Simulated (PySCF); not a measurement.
The dipole of `s1cc(cc1S(Cl)(=O)=O)[SiH3]` from its density and from atomic charges.

Coordinates (GFN2-xTB, Å) and charges (e) from the PBE0/pcSseg-1 density (PySCF):

```tsv
atom	x	y	z	Mulliken	IAO	Hirshfeld	ESP-fitted
O1	-3.373	0.772	-0.444	-0.4590	-0.8268	-0.2747	-0.3864
S2	-2.895	-0.527	-0.109	+1.0998	+2.0090	+0.5056	+0.7782
O3	-3.424	-1.674	-0.768	-0.4604	-0.8280	-0.2790	-0.3674
Cl4	-3.248	-0.782	1.884	-0.1245	-0.2710	-0.0778	-0.1205
C5	-1.151	-0.561	-0.143	-0.6183	-0.4374	-0.0745	-0.1443
C6	-0.295	0.488	-0.044	+0.1068	-0.1336	-0.0460	-0.0231
C7	1.060	0.079	-0.069	-0.3076	-0.2953	-0.1062	-0.2056
Si8	2.518	1.269	0.052	+0.5809	+0.6169	+0.3282	+0.3887
C9	1.154	-1.279	-0.177	-0.2398	-0.2822	-0.0561	-0.1669
S10	-0.368	-2.079	-0.254	+0.4177	+0.4111	+0.1539	+0.1042
H11	-0.629	1.506	0.029	+0.1060	+0.1841	+0.0681	+0.1552
H12	2.368	2.279	-0.997	-0.0704	-0.1089	-0.0679	-0.0679
H13	2.486	1.892	1.375	-0.0670	-0.1100	-0.0689	-0.0771
H14	3.738	0.487	-0.137	-0.0940	-0.1100	-0.0679	-0.0846
H15	2.053	-1.862	-0.221	+0.1299	+0.1822	+0.0634	+0.2176
```

**Question.** Compute μ = Σ q r for each scheme (1 e·Å = 4.803 D) and compare with the dipole of the full density.

**Answer.** The full density gives (5.14, 0.11, 0.71) D, 5.19 D in size; dipole vectors point from the negative to the positive end.

```
    scheme    μx     μy    μz  size (D)  share of the full size (%)  angle to the full dipole (°)
  Mulliken  5.99   0.33  1.15      6.11                         118                             4
       IAO  6.29  -1.08  1.33      6.52                         126                            11
 Hirshfeld  4.15  -0.50  0.54      4.22                          81                             8
ESP-fitted  5.20   0.15  0.63      5.24                         101                             1
```

**Question.** Which set comes closest?

**Answer.** Length of the difference vector: ESP-fitted 0.11 D, Mulliken 0.98 D, Hirshfeld 1.18 D, IAO 1.77 D. Closest: ESP-fitted. 

**Question.** What is left for the Hirshfeld atoms' own dipoles?

**Answer.** The shares of the density sum to the whole, so what Σ q r misses lies in dipoles about the nuclei. The atomic dipoles sum to (5.14, 0.11, 0.71) − (4.15, -0.50, 0.54) = (0.99, 0.61, 0.17) D, 1.18 D in size.

**Question.** With the origin at the mean of the coordinates, (0.000, 0.001, -0.001) Å, which are the largest single terms, by size, of the Mulliken dipole along the direction of the full one?

**Answer.** S2 -15.28, O3 +7.81, O1 +7.46, Si8 +7.05, C5 +3.48 D; all 15 atoms together +6.10 D. The single terms depend on the origin, their sum doesn't.

**Question.** Give the size of the full dipole in other units.

**Answer.** 5.19 D = 2.041 au = 1.080 e·Å = 17.31 × 10⁻³⁰ C·m.

Isolated species at its GFN2-xTB geometry (one conformer only).

Shape of the structure used: `[O:1]=[S:2](=[O:3])([Cl:4])[c:5]1[cH:6][c:7]([SiH3:8])[cH:9][s:10]1`: O1–S2–C5–C6 21°.
